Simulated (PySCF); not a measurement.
A structure optimised at ωB97X-D3(BJ)/def2-SVP, used in a PySCF frequency run:

```xyz
17

N     -2.9666    -0.6364     0.1435
C     -1.6956    -1.0313    -0.4659
Si    -0.2845    -0.3043     0.5708
N     -0.4897     1.3897     0.9353
Si     1.7525    -0.3366    -0.5842
N      2.2761     1.3277    -0.4937
H     -3.0594     0.3779     0.1076
H     -3.7595    -1.0160    -0.3718
H     -1.5966    -2.1316    -0.4293
H     -1.5801    -0.7458    -1.5341
H     -0.2450    -1.0391     1.8701
H     -1.1912     1.7170     1.5903
H     -0.2756     2.0791     0.2220
H      1.5831    -0.7011    -2.0263
H      2.7105    -1.3489    -0.0225
H      2.1486     1.7859     0.4047
H      3.1491     1.6167    -0.9239
```
Charge 0, spin multiplicity 1.

Question: Write its SMILES and formula.

Answer: NC[Si@H](N)[SiH2]N, CH₁₁N₃Si₂

Question: What are its rotational constants (standard atomic weights)?

Answer: 4.0699, 1.1775, 1.0083 GHz
